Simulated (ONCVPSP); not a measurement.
**Ga, ONCV: configuration errors across variants**

```json
{
  "Element": "Ga",
  "Generator": "ONCVPSP 4.0.1",
  "Type": "optimised norm-conserving Vanderbilt (ONCV)",
  "Functional": "BLYP",
  "Relativity": "non-relativistic",
  "Frozen core": "[Ne]",
  "Valence charge": "21",
  "Reference configuration": "3s2 3p6 3d10 4s1 (charge +2)",
  "Partial waves": "3s+4s: rc 0.95 bohr, ncon 3, nbas 8, qcut 12 1/bohr, 3 projectors, debl 1 Ha; 3p: rc 0.70 bohr, ncon 5, nbas 9, qcut 10.1 1/bohr, 3 projectors, debl 2.2 Ha; 3d: rc 0.80 bohr, ncon 3, nbas 8, qcut 20.2 1/bohr, 2 projectors, debl 1.1 Ha",
  "Local potential": "polynomial inside 0.45 bohr (lpopt 5, dvloc0 0 Ha)",
  "Core correction": "Teter function, fcfact 4.25, rcfact 1.5"
}
```

In the p channel the program set the typed energies aside and used -4.328, 0.250, 2.450 Ha. In the d channel the program set the typed energies aside and used -1.462, 0.250 Ha.

All-electron excitation energies from the reference (eV): (1) 3s2 3p6 3d10 4s2 4p1 -26.567; (2) 3s2 3p6 3d10 4s2 -20.872; (3) 3s2 3p6 3d10 4s0 31.028; (4) 3s2 3p6 3d10 4s0 4p3 -13.675.

1 further variants failed, have other tests or too few solved ones, and are left out.

A true bound ghost makes a file unfit for plane-wave use even where its test errors are small: the radial tests pick states by their node count and pass the ghost by.

Errors AE − PS in meV (a dash: test not solved or not reliable):

```csv
change,(1),(2),(3),(4),bound ghosts,GHOST(+) flags above zero
base,+0.5,+0.3,+0.5,+0.1,p,s
d: qcut 15.7,+0.6,+0.3,+0.4,+0.1,p,s
d: qcut 18.2,+0.5,+0.3,+0.5,+0.1,p,s
d: qcut 20.6,+0.5,+0.3,+0.5,0.0,p,s
d: qcut 24.6,+0.5,+0.3,+0.5,0.0,p,s
d: qcut 27.8,+0.5,+0.3,+0.5,0.0,p,s
```

Question: Give the same row for: d: qcut 12.2.

Answer: +0.6, +0.3, +0.3, +0.4; bound ghosts: p; GHOST(+) flags above zero: s.
